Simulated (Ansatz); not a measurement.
`NBC1C=C1` and `[SiH3]C1C=C1` differ in one atom or group.

Ansatz, PBE0-D4/def2-TZVP geometries, multiplicity 1. Each molecule was computed in one conformer, which needn't be the lowest.

```csv
property,`NBC1C=C1`
HOMO energy (PBE0/def2-TZVPP) / eV,-6.81
size of the dipole moment (B3LYP/def2-TZVPP) / D,1.05
LUMO energy (ωB97M-V/def2-TZVPP) / eV,1.91
LUMO energy (B3LYP/def2-TZVPP) / eV,-0.33
size of the dipole moment (PBE/def2-TZVPP) / D,1.12
LUMO energy (PBE0/def2-TZVPP) / eV,-0.09
```

(1) Give the same properties after the change, and the shifts. (An estimate is asked.)

Results:

(1) Computed: 
```
                                        property  `[SiH3]C1C=C1`  shift
              HOMO energy (PBE0/def2-TZVPP) / eV           -7.00  -0.19
size of the dipole moment (B3LYP/def2-TZVPP) / D            1.35   0.30
           LUMO energy (ωB97M-V/def2-TZVPP) / eV            1.75  -0.16
             LUMO energy (B3LYP/def2-TZVPP) / eV           -0.56  -0.23
  size of the dipole moment (PBE/def2-TZVPP) / D            1.40   0.28
              LUMO energy (PBE0/def2-TZVPP) / eV           -0.32  -0.23
```

The zero-point energy changes by -42.3 kJ/mol with -3 modes. Dipoles are sizes alone; their direction can turn.

B3LYP here is the variant with VWN-RPA as its local correlation; programs differ in this.
